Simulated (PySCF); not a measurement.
Compound: C4H2F3 (doublet state).
Structure used (GFN2-xTB), in Å, numbered top down from 1:
```
atom  x, y, z in Å
C1     1.524    0.886    0.880
C2     0.485    0.208    0.541
C3    -0.609   -0.505    0.216
F4    -1.216   -1.242    1.179
C5    -1.186   -0.564   -1.038
F6    -2.261   -1.272   -1.351
F7    -0.708    0.109   -2.082
H8     1.458    1.905    1.240
H9     2.526    0.481    0.816
```

The hyperfine couplings belong to this conformer and change with its torsions.

Identity: `C=[C]C(F)=C(F)F` [radical].

Computed, not measured: UKS B3LYP, pcH-1 on C F H, non-relativistic, mean-field spin-orbit, GIAO in PySCF 2.14.0. Isolated species at its GFN2-xTB geometry, gas phase. A GFN2-xTB geometry isn't a minimum of the functional, and hyperfine couplings can be far from their values at a DFT geometry. No stability test was run, so a lower SCF solution isn't excluded. ⟨S²⟩ is 0.777 where a pure state has 0.75.

Question: What is the g tensor, term by term?

Answer: 
```tsv
Δg (ppm)	1	2	3
relativistic mass correction	-203	-203	-203
gauge correction	-4	47	38
orbital Zeeman/spin–orbit	-186	1089	2039
total	-393	933	1874
```

So g = 2.00193, 2.00325, 2.00419 and g_iso = 2.00312; the tensor is rhombic: the two nearest values differ by 42 % of g3 − g1. Axes: g2 points within 3° of the C1–C2 bond.

Question: What are the electron Larmor frequencies g μB B/h along the three axes at 330 mT?

Answer: 9.2464, 9.2525, 9.2569 GHz for g1, g2 and g3, a range of 10.5 MHz.

Question: What effective moment and Curie constant follow for a powder?

Answer: With the mean of g² = 4.0125 and S(S+1) = 0.75: μ_eff = √(⟨g²⟩S(S+1)) = 1.735 μB and χT = 0.12505·⟨g²⟩·S(S+1) = 0.376 cm³ K/mol (cgs; spin-Hamiltonian part alone).

Question: Average each term over the three axes. Which is largest in size?

Answer: The orbital-Zeeman/spin–orbit term 981, the mass correction -203 and the gauge correction 27 ppm, for a total of 805 ppm. The orbital-Zeeman/spin–orbit term is the largest in size. The mass correction is the same along every axis, so the anisotropy comes from the other two: their spans along these axes are 51 (gauge) and 2225 ppm (orbital Zeeman/spin–orbit).

Question: In a frozen sample, at which fields do the three g values resonate at 9.5, 34, 94 and 263 GHz (hyperfine left aside), and which band first spreads them over more than twice a line width of 0.5 mT?

Answer: 
```csv
band,GHz,B(g3) mT,B(g2) mT,B(g1) mT,spread mT
X,9.5,338.67,338.83,339.05,0.38
Q,34.0,1212.07,1212.64,1213.44,1.37
W,94.0,3351.02,3352.59,3354.81,3.80
J,263.0,9375.72,9380.12,9386.34,10.62
```

The spread grows in proportion to the frequency. Q band is the first where it exceeds 1.0 mT.

Largest spin populations (Mulliken): C2 (+0.60), C5 (+0.56), C3 (-0.21) and C1 (-0.12). The positive populations add up to 1.34 and the negative ones to -0.34, together 2S = 1.

The HOMO–LUMO gaps are 4.22 eV among the α and 5.64 eV among the β orbitals.
